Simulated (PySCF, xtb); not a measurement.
Two isomers of HIOSi

Structure a is `O=[SiH]I`, a singlet and structure b is `O[Si]I`, a singlet. Both are isolated molecules in the gas phase, relaxed with B3LYP-D3(BJ)/def2-SVP; the shapes shown needn't be the lowest conformers.

a (Å):

| atom | x (Å) | y (Å) | z (Å) |
| --- | --- | --- | --- |
| I | -0.1155 | 0.3897 | -1.2050 |
| O | -2.7854 | -1.0392 | 0.6397 |
| Si | -1.8088 | 0.1347 | 0.5191 |
| H | -1.7407 | 1.3016 | 1.4337 |

b (Å):

```json
{"atom": "I", "x (Å)": "1.4493", "y (Å)": "0.2437", "z (Å)": "1.1016"}
{"atom": "O", "x (Å)": "-1.2475", "y (Å)": "-1.3160", "z (Å)": "-0.0092"}
{"atom": "Si", "x (Å)": "0.0424", "y (Å)": "-0.6798", "z (Å)": "-0.8302"}
{"atom": "H", "x (Å)": "-1.3181", "y (Å)": "-1.2760", "z (Å)": "0.9566"}
```

Quicker runs give these differences E(b) − E(a): GFN2-xTB +24.2 kcal/mol; HF/STO-3G −40.3 kcal/mol (at GFN2-xTB geometries); r2SCAN-D4/def2-SVP −14.6 kcal/mol (at GFN2-xTB geometries).

Q: Estimate E(b) − E(a) at the level CCSD(T)/def2-TZVP.

A: Calculated at CCSD(T)/def2-TZVP: E(b) − E(a) = −12.1 kcal/mol, so structure b lies lower.

The same difference at several levels:

```csv
level,geometry,E(b) − E(a) (kcal/mol),departure from the last row (kcal/mol),"job, with rough time for the two"
GFN2-xTB,GFN2-xTB,+24.2,+36.3,"optimisation, 0.12 s"
HF/STO-3G,GFN2-xTB,−40.3,−28.2,"single point, 1.2 s"
r2SCAN-D4/def2-SVP,GFN2-xTB,−14.6,−2.5,"single point, 8.1 s"
B3LYP-D3(BJ)/def2-SVP,B3LYP-D3(BJ)/def2-SVP,−17.6,−5.5,"optimisation, 35 s"
HF/def2-TZVP,B3LYP-D3(BJ)/def2-SVP,−18.5,−6.4,part of the CCSD(T) run
MP2/def2-TZVP,B3LYP-D3(BJ)/def2-SVP,−8.5,+3.6,part of the CCSD(T) run
CCSD(T)/def2-TZVP,B3LYP-D3(BJ)/def2-SVP,−12.1,,"single point, 2.8 min"
```

As drawn, b has 1 O–Si, 1 O–H in place of 1 O=Si, 1 Si–H.

GFN2-xTB puts the two in the other order. The largest departure from CCSD(T)/def2-TZVP is that of GFN2-xTB, 36.3 kcal/mol.

With thermal terms from frequencies at re-optimised GFN2-xTB minima (ideal gas, soft modes damped towards free rotors, one conformer each, 298.15 K, 1 atm): on the last row, ΔE + ΔZPE = −11.5, ΔH = −11.4, ΔG = −11.7 kcal/mol.

The correlated steps freeze 10 core orbitals; the filled d shell of I is correlated, in a basis made for valence electrons. Atoms past krypton carry core potentials in the def2 sets, other sets are all-electron and non-relativistic, and no spin–orbit term is included. Codes used: PySCF 2.14.0, xtb 6.7.1; the last row on 2 threads of Arm Neoverse V2 on a shared host.
